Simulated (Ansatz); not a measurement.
Reaction (silylene formation by 1,1-elimination): `O[SiH2]S[SiH](Cl)Cl` → `Cl[Si]Cl` + `O[SiH2]S`

Gas-phase electronic energies from Ansatz, PBE0-D4/def2-TZVP geometries. CCSD(T)/CBS adds triple-zeta CCSD(T) − MP2 to the extrapolated MP2 energy (def2 sets, frozen cores). This one scheme is used for every species. DFT in def2-TZVPP. B3LYP here is the variant with VWN-RPA as its local correlation; programs differ in this. One conformer a species, not always the lowest.

CCSD(T)/CBS gives +52.2 kcal/mol.

(1) Another level gave +52.1 kcal/mol. Which?
A. PBE/def2-TZVPP
B. SCS-MP2/def2-TZVPP
C. B3LYP/def2-TZVPP
D. r2SCAN-D4/def2-TZVPP

Largest T1 diagnostic among the species: 0.013.

Answers

(1) B. SCS-MP2/def2-TZVPP 52.1, PBE 45.3, r2SCAN-D4 54.6, B3LYP 42.0 kcal/mol.

From PBE to PBE0 (25 % exact exchange), in def2-TZVPP and without D4, ΔE moves by +4.7 kcal/mol. In def2-TZVPP, CCSD(T) changes the Hartree–Fock value by +3.4 kcal/mol (the triples alone add +0.8 kcal/mol) and MP2 by +8.9 kcal/mol. The D4 term adds +6.6 kcal/mol with B3LYP and +3.6 kcal/mol with PBE0; it sums over pairs of atoms, weighted by their polarisabilities, and B3LYP, whose exchange is more repulsive, gets the larger term.
